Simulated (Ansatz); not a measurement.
Gas-phase electronic energies from Ansatz, PBE0-D4/def2-TZVP geometries. CCSD(T)/CBS is the MP2 limit (def2-TZVPP, def2-QZVPP) plus CCSD(T) − MP2 in def2-TZVPP, frozen cores. This one scheme is used for every species. Functionals use def2-TZVPP. B3LYP here is the variant with VWN-RPA as its local correlation; programs differ in this. One conformer a species, not always the lowest.

Consider the ligand exchange at the Si–C bond: `NC[SiH2]F` + `O[SiH](O)F` → `O[SiH](F)O[SiH2]F` + CH₃NH₂.

`NC[SiH2]F`:

```xyz
10

N    -0.988   -0.714    0.811
C     0.070    0.285    0.671
Si    0.469    0.314   -1.156
F     1.789    1.185   -1.433
H    -0.620   -1.650    0.712
H    -1.440   -0.660    1.714
H    -0.332    1.266    0.942
H     0.959    0.125    1.298
H     0.737   -1.069   -1.629
H    -0.641    0.916   -1.931
```

`O[SiH](O)F`:

```xyz
7

O    -0.911    0.010   -1.009
Si    0.306   -0.234    0.047
O     0.746    1.194    0.671
F    -0.221   -1.234    1.173
H    -1.488   -0.724   -1.220
H     1.505   -0.845   -0.542
H     0.063    1.833    0.881
```

`O[SiH](F)O[SiH2]F`:

```xyz
10

O     0.373   -0.269   -2.494
Si   -0.489    0.247   -1.225
F    -0.421    1.833   -1.110
O     0.105   -0.349    0.162
Si    0.263   -0.296    1.776
F    -1.183   -0.284    2.443
H     1.323   -0.150   -2.512
H    -1.881   -0.156   -1.441
H     0.954    0.945    2.184
H     0.956   -1.522    2.216
```

CH₃NH₂:

Cartesian coordinates in Å:
```
C 0.285 -0.489 0.046
N -0.216 0.872 0.134
H -0.289 -1.161 -0.608
H 0.304 -0.933 1.044
H 1.316 -0.473 -0.315
H -1.168 0.880 0.478
H -0.232 1.305 -0.780
```

```json
{"level": "PBE-D4", "ΔE (kJ/mol)": "-119.0", "difference from CCSD(T)/CBS": "16.1"}
{"level": "BLYP-D4", "ΔE (kJ/mol)": "-131.9", "difference from CCSD(T)/CBS": "3.2"}
{"level": "B97M-V", "ΔE (kJ/mol)": "-136.7", "difference from CCSD(T)/CBS": "-1.6"}
{"level": "B3LYP-D4", "ΔE (kJ/mol)": "-136.8", "difference from CCSD(T)/CBS": "-1.7"}
{"level": "r2SCANh-D4", "ΔE (kJ/mol)": "-133.7", "difference from CCSD(T)/CBS": "1.4"}
{"level": "BLYP", "ΔE (kJ/mol)": "-131.7", "difference from CCSD(T)/CBS": "3.4"}
{"level": "LC-ωPBE", "ΔE (kJ/mol)": "-127.1", "difference from CCSD(T)/CBS": "8.0"}
{"level": "MP2/def2-SVP", "ΔE (kJ/mol)": "-131.8", "difference from CCSD(T)/CBS": "3.3"}
{"level": "MP2/CBS(def2)", "ΔE (kJ/mol)": "-135.8", "difference from CCSD(T)/CBS": "-0.7"}
{"level": "CCSD/CBS(def2)", "ΔE (kJ/mol)": "-137.9", "difference from CCSD(T)/CBS": "-2.8"}
{"level": "CCSD(T)/CBS", "ΔE (kJ/mol)": "-135.1", "difference from CCSD(T)/CBS": "0"}
```

Largest T1 diagnostic among the species: 0.012.

Leaving LDA and LC-ωPBE aside and taking each functional with its dispersion term where it has one, the values, not all of them listed here, spread over 27.9 kJ/mol, from BHLYP-D4 to revPBE-D4. From BLYP to BHLYP (50 % exact exchange), in def2-TZVPP and without D4, ΔE moves by −12.8 kJ/mol. At CCSD(T), def2-SVP lies +4.2 kJ/mol from the extrapolated value and def2-TZVPP −0.4 kJ/mol.
